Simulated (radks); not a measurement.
Results of a calculation; reference values are marked as such.
Problem. Species: Tl. Configuration: [Hg] 6p1 (the NIST ground configuration). Code: a radial shooting solver on a logarithmic mesh with Libxc functionals. Model: scalar-relativistic Kohn-Sham, LDA (Slater exchange, VWN5 correlation), spin-polarised, spherical densities, point nucleus; open shells are filled with parallel spins first (spin-orbit coupling, left out, can overturn this in heavy ions); hard spherical wall at 7 bohr. Some entries of the table are withheld. Estimate them.

orbital  occ.  eigenvalue (hartree)  <r> (bohr)  <1/r> (bohr^-1)
1s up       1             -3144.648     0.01632            99.46
1s down     1             -3144.648     0.01632            99.46
2s up       1             -559.9234     0.06877            23.34
2s down     1             -559.9233     0.06877            23.34
2p up       3             -481.6920     0.06236            20.59
2p down     3             -481.6919     0.06236            20.59
3s up       1             -133.6161      0.1777            8.648
3s down     1             -133.6159      0.1777            8.648
3p up       3             -111.1074      0.1794            7.846
3p down     3             -111.1072      0.1794            7.846
3d up       5             -87.76994      0.1625            7.373
3d down     5             -87.76980      0.1625            7.373
4s up       1             -29.77474      0.3919            3.721
4s down     1             -29.77450      0.3919            3.721
4p up       3             -22.39588      0.4179            3.348
4p down     3             -22.39560      0.4179            3.348
4d up       5             -13.75158      0.4400            3.008
4d down     5             -13.75127      0.4400            3.008
5s up       1              -4.79990      0.8759            1.555
5s down     1              -4.79932      0.8759            1.555
4f up       7              -4.17874      0.4677            2.605
4f down     7              -4.17839      0.4677            2.605
5p up       3              -2.77727       1.007            1.325
5p down     3              -2.77654       1.007            1.325
5d up       5              -0.55092       1.398           0.9461
5d down     5              -0.54704       1.390           0.9498
6s up       1              -0.34778       2.472           0.5140
6s down     1              -0.33053       2.453           0.5189
6p up       1              -0.07305         (1)           0.3723
6p down     0              -0.05117         (2)           0.3736
7s up       0               0.15626       4.285              (3)
7s down     0               0.17247       4.309              (4)
6d up       0               0.18138       4.212           0.2847
6d down     0               0.20162       4.236           0.2816
5f up       0                   (5)       4.381           0.2467
5f down     0                   (6)       4.405           0.2454

Solution. 
(1) 6p up <r> (bohr): 3.276
(2) 6p down <r> (bohr): 3.274
(3) 7s up <1/r> (bohr^-1): 0.3077
(4) 7s down <1/r> (bohr^-1): 0.3046
(5) 5f up eigenvalue (hartree): 0.33207
(6) 5f down eigenvalue (hartree): 0.35191
